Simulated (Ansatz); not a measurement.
CeF₃, 4 atoms. Hardware: 4 threads of Arm Neoverse V1 on a shared host.

In the def2 sets Ce takes a core potential; there is no spin–orbit coupling. Correlated methods freeze 7 core orbitals; core or outer-core shells of Ce are correlated, in sets that lack core-valence functions. With an open 4f shell the SCF may have ended on a state above the lowest.

Problem. How many basis functions does each of these Ansatz runs have, and roughly what does it cost? PBE0-D4/def2-TZVP, charge 1 triplet at the geometry of the charge 0 doublet, energy; PBE-D4/def2-TZVP, charge 0 doublet, energy, from earlier orbitals; PBE0-D4/def2-SVP, charge 0 doublet, energy, from earlier orbitals; PBE0-D4/def2-TZVP, charge 1 singlet at the geometry of the charge 0 doublet, energy; PBE-QIDH/def2-TZVP, charge 0 doublet, energy, from earlier orbitals; PBE-D4/def2-TZVP, charge 1 triplet at the geometry of the charge 0 doublet, energy, from earlier orbitals; RPA@PBE/def2-TZVP, charge 0 doublet, energy, from earlier orbitals; PBE-D4/def2-SVP, charge 0 doublet, relaxation, 4 steps; revPBE-D4/def2-TZVP, charge 0 doublet, energy, from earlier orbitals; r2SCAN-D4/def2-TZVP, charge 0 doublet, energy, from earlier orbitals; PBE-D4/def2-SVP, charge 0 doublet, energy, from earlier orbitals; PBE0-D4/def2-TZVP, charge 0 doublet, energy and forces, from earlier orbitals.

Solution. Other jobs shared the machine, so times can vary by a factor of up to 3. A dash marks memory too small to be measured apart from the calling script's.

| run | functions | fitting or Cholesky vectors | wall time | peak host memory (GiB) |
| --- | --- | --- | --- | --- |
| PBE0-D4/def2-TZVP, charge 1 singlet at the geometry of the charge 0 doublet, energy | 186 | 1355 | 3 s | – |
| PBE-D4/def2-SVP, charge 0 doublet, energy, from earlier orbitals | 120 | 1100 | 6.5 s | – |
| PBE-D4/def2-SVP, charge 0 doublet, relaxation, 4 steps | 120 | 1100 | 8.5 s | – |
| PBE0-D4/def2-SVP, charge 0 doublet, energy, from earlier orbitals | 120 | 1046 | 9 s | – |
| PBE-D4/def2-TZVP, charge 0 doublet, energy, from earlier orbitals | 186 | 1230 | 9 s | – |
| revPBE-D4/def2-TZVP, charge 0 doublet, energy, from earlier orbitals | 186 | 1230 | 9.5 s | – |
| RPA@PBE/def2-TZVP, charge 0 doublet, energy, from earlier orbitals | 186 | 1388 | 10 s | 0.56 |
| PBE-D4/def2-TZVP, charge 1 triplet at the geometry of the charge 0 doublet, energy, from earlier orbitals | 186 | 1230 | 12 s | – |
| PBE-QIDH/def2-TZVP, charge 0 doublet, energy, from earlier orbitals | 186 | 1388 | 19 s | 0.66 |
| r2SCAN-D4/def2-TZVP, charge 0 doublet, energy, from earlier orbitals | 186 | 1230 | 24 s | 0.63 |
| PBE0-D4/def2-TZVP, charge 0 doublet, energy and forces, from earlier orbitals | 186 | 1355 | 29 s | 0.96 |
| PBE0-D4/def2-TZVP, charge 1 triplet at the geometry of the charge 0 doublet, energy | 186 | 1355 | 62 s | 0.97 |
